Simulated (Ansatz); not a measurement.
Consider the ligand exchange at a B–S bond: `NB(S)S` + HCl → `NB(S)Cl` + H₂S.

Calculated with Ansatz (gas phase, PBE0-D4/def2-TZVP geometries, no zero-point term in ΔE). CCSD(T)/CBS is extrapolated from def2-TZVPP and def2-QZVPP, frozen cores. DFT in def2-TZVPP. Each species was taken in one conformer, which may not be the lowest.

| level | ΔE (kcal/mol) | difference from CCSD(T)/CBS |
| --- | --- | --- |
| LDA (SPW92) | -5.3 | 0.5 |
| PBE0-D4 | -5.5 | 0.3 |
| r2SCANh-D4 | -5.9 | -0.1 |
| r2SCAN | -6.0 | -0.2 |
| MP2/def2-SVP | -7.1 | -1.3 |
| CCSD(T)/def2-TZVPP | -5.9 | -0.1 |
| CCSD/CBS(def2) | -6.2 | -0.4 |
| CCSD/cc-pV(D+d)Z | -6.7 | -0.9 |
| HF/CBS(cc) | -7.9 | -2.1 |
| CCSD/CBS(cc) | -6.3 | -0.5 |
| CCSD(T)/CBS | -5.8 | 0 |

Largest T1 diagnostic among the species: 0.012.

At CCSD(T), def2-SVP lies −1.4 kcal/mol from the extrapolated value and def2-TZVPP −0.1 kcal/mol. Leaving LDA and LC-ωPBE aside and taking each functional with its dispersion term where it has one, the values, not all of them listed here, spread over 1.5 kcal/mol, from ωB97M-V to revPBE-D4.
